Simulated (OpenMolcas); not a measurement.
## N IV: effect of the active space

| Property | Result |
| --- | --- |
| Program | OpenMolcas 26.06 |
| Method | MS-CASPT2 or its RAS form, IPEA 0.25 Eh, imaginary shift 0.1 Eh |
| Basis | ANO-RCC-VTZP |
| Scalar Hamiltonian | DKH2, point nucleus |
| Spin-orbit coupling | RASSI with atomic mean-field integrals over the reference wave functions, term energies averaged over their components |

A. 2 electrons in 4 orbitals (2s 2p); 2S+1 = 3 even, 3 roots; 2S+1 = 1 even, 7 roots; 2S+1 = 3 odd, 3 roots; 2S+1 = 1 odd, 3 roots; closed shells correlated: 1s; CASPT2 step about 1.9 core-seconds
B. 2 electrons in 8 orbitals (2s 2p 3s 3p); 2S+1 = 3 even, 3 roots; 2S+1 = 1 even, 7 roots; 2S+1 = 3 odd, 3 roots; 2S+1 = 1 odd, 3 roots; closed shells correlated: 1s; CASPT2 step roughly 3 core-seconds
C. 2 electrons in 9 orbitals (RAS2 2s 2p; RAS3 3d, at most 2 electrons); 2S+1 = 3 even, 3 roots; 2S+1 = 1 even, 7 roots; 2S+1 = 3 odd, 3 roots; 2S+1 = 1 odd, 3 roots; closed shells correlated: 1s; CASPT2 step about 5 core-seconds

Energies in cm-1 above 2s2 1S0, the measured ground level; measured values from Moore, Selected Tables of Atomic Spectra, NSRDS-NBS 3, section 4.

| Level | A | B | C | Measured |
| --- | --- | --- | --- | --- |
| 2s2 1S0 | 0.0 | 0.0 | 0.0 | 0.0 |
| 2s 2p 3P* 0 | 67241 | 67216 | 67129 | 67209 |
| 2s 2p 3P* 1 | 67311 | 67286 | 67198 | 67272 |
| 2s 2p 3P* 2 | 67451 | 67426 | 67338 | 67416 |
| 2s 2p 1P* 1 | 132940 | 132801 | 131848 | 130694 |
| 2p2 3P0 | 175926 | 175861 | 175828 | 175535 |
| 2p2 3P1 | 175995 | 175930 | 175898 | 175608 |
| 2p2 3P2 | 176132 | 176067 | 176034 | 175733 |
| 2p2 1D2 | 190557 | 190391 | 189677 | 188882 |
| 2p2 1S0 | 237641 | 237208 | 237569 | 235369 |

Deviations, from unrounded energies. A percentage is the sum of absolute deviations over the sum of measured energies, with the sign that they share, or ± where signs differ.

```
           Against measurement  Levels     A     B     C
mean absolute deviation (cm-1)       9   830   720   580
      other configurations (%)       9  +0.6  +0.5  ±0.4
```

C lies closest to measurement on these levels and A furthest from it. The largest miss of C in the table is 2p2 1S0, by +2200 cm-1. The ranking rests on the paired levels alone, and a cruder setting can come out closer through cancelling errors.

Among A to C the level of the table that moves most is 2s 2p 1P* 1, by 1100 cm-1 (lowest in C, highest in A).

Active for correlation alone: 3p 3s; no level in the range computed is led by a configuration that fills them, so any true level of that kind is missing (holds for B). Active for correlation alone: 3d; no level in the range computed is led by a configuration that fills it, so any true level of that kind is missing (holds for C). Measured partners are found by configuration, term and J. A level has none where our copy of the source lacks it or the pairing is in doubt (some pairs that miss far off the trend of their configuration count as doubtful), and it then counts in no deviation. Levels of configurations outside the active space are missing.

* marks odd parity.
